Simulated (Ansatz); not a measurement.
Input for Ansatz (development build ahead of 0.2.0):

```yaml
crystal:
  periodic: [false, false, false]
  atoms:
    - { symbol: Co, position_ang: [0.0, 0.0, 0.0] }
    - { symbol: O, position_ang: [0.0, 0.0, 1.65] }
basis:
  gaussian: { orbitals: def2-SVP }
total_charge: 1
magnetization:
  initial_magnetization: 4
hamiltonian:
  xc: pbe0
output:
  forces: true
```

The input is written out in the form of the current development build from the run's settings.

Output:

```yaml
Converged: yes
Total_energy: -1457.04055 hartree
Spin_squared_of_the_determinant: 6.000
Stability_test: minimum among restricted orbitals
```

Forces (eV/Å):
| atom | Fx | Fy | Fz |
| --- | --- | --- | --- |
| Co1 | 0.000 | 0.000 | 0.813 |
| O2 | 0.000 | 0.000 | -0.813 |
